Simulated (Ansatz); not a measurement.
A nudged elastic band was laid between two geometries of C₂H₁₁NSi₂ (16 atoms, charge 0, multiplicity 1).

Level of theory: RKS PBE-D4/6-31G* (Ansatz).

```yaml
movable_images: 7
climbing_image: yes
spring: 5.0 eV/Å²
optimiser: quadratic models (default)
start_path: through a guess of the saddle point
force_threshold: 0.05 eV/Å
iteration_limit: 60
end_points: relaxed
```

First end point:

```xyz
16
Properties=species:S:1:pos:R:3
C -0.586 -2.247 -0.336
Si 0.799 -0.961 -0.221
C 0.105 0.810 -0.379
N 1.234 1.759 -0.492
Si -0.879 1.247 1.189
H -1.301 -2.138 0.497
H -1.145 -2.141 -1.281
H -0.176 -3.270 -0.298
H 1.553 -1.105 1.070
H 1.784 -1.159 -1.346
H -0.610 0.807 -1.238
H 0.881 2.712 -0.642
H 1.803 1.532 -1.318
H -0.086 0.972 2.431
H -1.243 2.708 1.168
H -2.157 0.453 1.239
```

Last end point:

```xyz
16
Properties=species:S:1:pos:R:3
C -0.577 -2.286 -0.301
Si 0.729 -0.915 -0.348
C 0.046 0.869 -0.409
N 1.119 1.897 -0.550
Si -1.008 1.346 1.101
H -1.199 -2.211 0.607
H -1.244 -2.226 -1.177
H -0.100 -3.281 -0.307
H 1.626 -1.001 0.860
H 1.621 -1.085 -1.552
H -0.627 0.962 -1.284
H 1.789 1.787 0.222
H 1.659 1.715 -1.407
H -0.110 1.477 2.299
H -1.719 2.650 0.894
H -2.026 0.279 1.396
```

Q: What changes between the two ends?

A: No bond is made or broken. The height of N4 over the plane of its neighbours goes from -0.39 to 0.41 Å.

Q: What energy profile does the band end with?

A: It converged. The highest image is number 4 of 0 to 8, 0.211 eV above the first end and 0.250 eV above the last; the last end lies 0.039 eV below the first. A vibrational analysis at the climbing image gives one clearly imaginary mode, 634i cm⁻¹: a first-order saddle point.

```
image  path coordinate (Å)  energy (eV)  height of N4 over the plane of its neighbours (Å)
    0                 0.00        0.000                                              -0.39
    1                 0.16        0.005                                              -0.38
    2                 0.32        0.050                                              -0.29
    3                 0.48        0.154                                              -0.14
    4                 0.64        0.211                                               0.04
    5                 1.15        0.095                                               0.37
    6                 1.65        0.038                                               0.40
    7                 2.16       -0.020                                               0.41
    8                 2.67       -0.039                                               0.41
```

Q: What is the geometry of the highest image?

A: 
```xyz
16
Properties=species:S:1:pos:R:3
C -0.579 -2.272 -0.347
Si 0.764 -0.943 -0.243
C 0.032 0.808 -0.446
N 1.081 1.765 -0.711
Si -0.876 1.260 1.165
H -1.308 -2.168 0.475
H -1.128 -2.197 -1.301
H -0.140 -3.282 -0.286
H 1.518 -1.037 1.054
H 1.772 -1.132 -1.350
H -0.739 0.739 -1.255
H 0.997 2.733 -0.427
H 1.971 1.474 -1.098
H -0.007 1.032 2.366
H -1.233 2.723 1.134
H -2.149 0.473 1.316
```

Q: What are the harmonic wavenumbers there?

A: 634i, 57, 115, 132, 164, 170, 213, 254, 302, 463, 511, 566, 614, 665, 724, 762, 771, 864, 871, 898, 906, 919, 929, 1040, 1130, 1150, 1263, 1277, 1446, 1447, 1619, 2135, 2154, 2165, 2168, 2190, 2811, 2993, 3077, 3080, 3546, 3658 cm⁻¹.

Time of the run: 3.6 min on 2 threads of Intel(R) Xeon(R) Platinum 8375C CPU @ 2.90GHz (Ice Lake), on a shared host, peak memory 0.19 GiB.
